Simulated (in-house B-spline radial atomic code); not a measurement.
**How G0W0 and RPA depend on the start: P4+**

Configuration [Ne] 3s1, highest spin. Computed with an all-electron radial atomic-structure program (B-spline basis): all electrons, non-relativistic, point nucleus, each spin shell either full or empty, empty states to l = 9 with an (l + 1/2)⁻⁴ tail; G0W0 by contour deformation at full frequency.

```csv
start,mean-field 3s up (eV),G0W0 (eV),QP weight,RPA correlation (Eh)
Hartree-Fock,-64.46,-65.60,0.982,-0.59536
LDA VWN5,-59.51,?,?,?
PBE,-59.40,-65.95,0.964,-0.6609
PBE0,-60.79,-65.84,0.971,-0.64185
r2SCAN,-59.69,-65.90,0.967,-0.64908
HSE06,-60.43,?,?,?
B3LYP (VWN-RPA),-60.73,-65.88,0.969,-0.64621
TPSS,-59.37,-65.93,0.965,-0.6565
BHandHLYP,-62.23,-65.76,0.976,-0.62553
CAM-B3LYP,-62.50,-65.80,0.975,-0.63811
LC-wPBE,-64.00,-65.76,0.979,-0.6381
wB97X,-63.14,-65.72,0.978,-0.63365
PBEsol,-59.33,-65.97,0.964,-0.66106
BLYP,-59.48,-65.96,0.964,-0.66168
r2SCAN0,-61.01,-65.81,0.972,-0.63417
LDA exchange-only,-58.60,-65.99,0.965,-0.66189
```

Q: What G0W0 level, weight and RPA correlation energy follow from the LDA VWN5 start?

A: G0W0 level -66.00 eV, weight 0.964, RPA correlation -0.66213 hartree.

Q: What G0W0 level, weight and RPA correlation energy follow from the HSE06 start?

A: G0W0 level -65.87 eV, weight 0.969, RPA correlation -0.64389 hartree.

Q: How much of the dependence on the start does G0W0 remove?

A: The mean-field levels span 5.86 eV and the G0W0 levels 0.402 eV. Against 65.025 eV (NIST, measured) the G0W0 removal energies are off by +0.57 to +0.97 eV, with relativity, Breit and QED terms left out.
